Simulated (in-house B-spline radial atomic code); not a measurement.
Successive ionisation energies of ruthenium; each step leads to the configuration of the next row (after the last: bare). NIST's values go from ground level to ground level; the uncertainty of those that are theory runs from under 0.1 % in few-electron ions to several per cent in heavy many-electron ones. Computed with a radial B-spline atomic code at the basis-set limit: non-relativistic Hartree-Fock, average of the configuration, point nuclei.

This level leaves out relativity, spin-orbit splitting included, which matters for heavy ions.

```csv
ion,configuration,ionisation energy (eV),tabulated value (eV),tabulated kind,computed minus tabulated (eV),highest orbital,largest mean radius (bohr)
Ru22+,[Ar] 3d4,1045.2,1048,tabulated theory,-3,3d,0.38656
Ru23+,[Ar] 3d3,1112.6,1115,tabulated theory,-2,3d,0.38308
Ru24+,[Ar] 3d2,1181.6,1187,tabulated theory,-5,3d,0.37962
Ru25+,[Ar] 3d1,1252.1,1253,tabulated theory,-1,3d,0.37621
Ru26+,[Ne] 3s2 3p6,1443.7,1447,semi-empirical,-3,3p,0.37283
Ru27+,[Ne] 3s2 3p5,?,?,semi-empirical,?,?,?
Ru28+,[Ne] 3s2 3p4,?,?,semi-empirical,?,?,?
Ru29+,[Ne] 3s2 3p3,?,?,semi-empirical,?,?,?
Ru30+,[Ne] 3s2 3p2,1703.7,1743,semi-empirical,-39,3p,0.36275
Ru31+,[Ne] 3s2 3p1,1770.8,1794,semi-empirical,-23,3p,0.36032
Ru32+,[Ne] 3s2,1896.9,1949,semi-empirical,-52,3s,0.35792
Ru33+,[Ne] 3s1,1965.2,2013.04,semi-empirical,-48,3s,0.35527
Ru34+,[He] 2s2 2p6,4744.7,4758,semi-empirical,-13,2p,0.1474
Ru35+,[He] 2s2 2p5,4929.3,4939,semi-empirical,-10,2p,0.14634
Ru36+,[He] 2s2 2p4,5116.7,5136,semi-empirical,-19,2p,0.1453
Ru37+,[He] 2s2 2p3,5306.9,5330,semi-empirical,-23,2p,0.14427
Ru38+,[He] 2s2 2p2,5500.0,5647,semi-empirical,-147,2p,0.14325
Ru39+,[He] 2s2 2p1,5695.8,5861,semi-empirical,-165,2p,0.14225
Ru40+,[He] 2s2,5941.1,6137,semi-empirical,-196,2s,0.14125
Ru41+,[He] 2s1,6115.5,6311.721,tabulated theory,-196,2s,0.14034
Ru42+,1s2,25595.3,26229.89,tabulated theory,-635,1s,0.034384
Ru43+,1s1,26340.6,27033.56,tabulated theory,-693,1s,0.034091
```

(1) Fill in the row of Ru27+.

(2) Fill in the row of Ru28+.

(3) Fill in the row of Ru29+.

(4) Where is the largest jump?

(5) How far is this level of theory from the measured and semi-empirical values?

## Answers

(1) ionisation energy (eV): 1507.4; tabulated value (eV): 1506.7; computed minus tabulated (eV): 1; highest orbital: 3p; largest mean radius (bohr): 0.37026.

(2) ionisation energy (eV): 1572.0; tabulated value (eV): 1577; computed minus tabulated (eV): -5; highest orbital: 3p; largest mean radius (bohr): 0.36772.

(3) ionisation energy (eV): 1637.4; tabulated value (eV): 1659; computed minus tabulated (eV): -22; highest orbital: 3p; largest mean radius (bohr): 0.36521.

(4) From Ru41+ to Ru42+, by a factor of 4.19 (6115.5 to 25595 eV); the highest orbital goes from 2s to 1s.

(5) Over those 15 rows the differences run from -196 to +0.707 eV (mean absolute value 51 eV). The calculation leaves out relativity, correlation and, in open shells, the multiplet splittings that an average leaves out.
